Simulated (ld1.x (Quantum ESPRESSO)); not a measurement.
## tungsten: ultrasoft pseudisation with PBE, scalar-relativistic reference atom.

ld1.x (Quantum ESPRESSO) 7.5 input, shortened:

```
&input
   title='W', zed=74., rel=1, dft='PBE', iswitch=3,
   config='[Xe] 4f14 5d4 6s1 6p1'
 /
 &inputp
   pseudotype=3, tm=.true., lloc=-1, rcloc=1.80,
   nlcc=.true.,
   which_augfun='PSQ', rmatch_augfun_nc=.true.
 /
6
6S  1  0   1.00   0.00  1.90  2.65  0.0
6S  1  0   0.00   0.70  1.90  2.65  0.0
5P  2  1   6.00   0.00  1.65  2.30  0.0
6P  3  1   1.00   0.00  1.65  2.30  0.0
5D  3  2   4.00   0.00  1.70  2.10  0.0
5D  3  2   0.00   0.50  1.70  2.10  0.0
 &test
   configts(1)='5p6 5d4 6s1 6p1'
 /
```

All-electron outer shells of the reference configuration (PBE, scalar-relativistic, ld1.x):

| shell | level (eV) | outermost node (bohr) | outermost maximum (bohr) |
| --- | --- | --- | --- |
| 5s | -80.68 | 0.53 | 0.96 |
| 5p | -44.81 | 0.57 | 1.09 |
| 4f | -34.81 | – | 0.43 |
| 6s | -6.76 | 1.28 | 2.61 |
| 5d | -5.90 | 0.63 | 1.49 |
| 6p | -2.12 | 1.53 | 3.61 |

Task: What does a ghost test show?

Result: Ghost state, extra bound levels that the all-electron valence spectrum of the same l lacks: s at -67.6 eV (p not tested). A true bound ghost makes a file unfit for plane-wave use.

Task: Is the overlap operator S = 1 + Σ q|β⟩⟨β| positive definite (Bessel basis up to 400 Ry)?

Result: No: its lowest eigenvalue is -0.491, in the p channel, so the generalised eigenproblem breaks down once the basis is large enough.

Test run stopped at test 1 of 7 (negative rho).

Its overlap operator is not positive definite in a basis up to 400 Ry (lowest eigenvalue p -0.49), so the file is unfit for use: the generalised eigenproblem breaks down once the basis is large enough, and its test numbers describe a broken file.
